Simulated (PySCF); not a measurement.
# C₆ coefficients of unlike pairs at PBE

Calculated with PySCF 2.14 from the dipole response of each species, C₆(A,B) = (3/π) ∫ α_A(iu) α_B(iu) du, in atomic units, from isotropic polarisabilities. For ions this is the dispersion term alone; charge-induced terms of lower order in 1/R come first.

```
species      configuration                                                                                basis     relativity  α (bohr³)  C₆ (like pair)
     Ti  [Ar] 3d2 4s2 (3F)                                                            def2-QZVPPD (11s6p5d3f2g)           none      106.4            1229
    Mg⁺      [Ne] 3s1 (2S)                                                          aug-cc-pVQZ-DK (7s6p4d3f2g)  spin-free X2C      33.27           142.1
    Sr⁺      [Kr] 5s1 (2S)  aug-cc-pwCVTZ-X2C with one added diffuse shell each of s, p, d, f type (11s10p8d4f)  spin-free X2C      95.22           826.4
   Zn²⁺     [Ar] 3d10 (1S)                                                              dyall-av2z (16s12p7d2f)           none      2.755           7.159
```

**Question.** Estimate C₆ for Sr⁺ with Mg⁺.

**Answer.** The integral gives 338.6. The combination rule 2 C_A C_B / (C_A α_B/α_A + C_B α_A/α_B) gives 337.7 and the geometric mean 342.7.

No spin-orbit coupling is included.

The other pairs:

| pair | C₆ |
| --- | --- |
| Zn²⁺, Mg⁺ | 20.98 |
| Zn²⁺, Ti | 61.03 |
| Sr⁺, Ti | 1004 |
| Mg⁺, Ti | 416.8 |
| Zn²⁺, Sr⁺ | 49.98 |
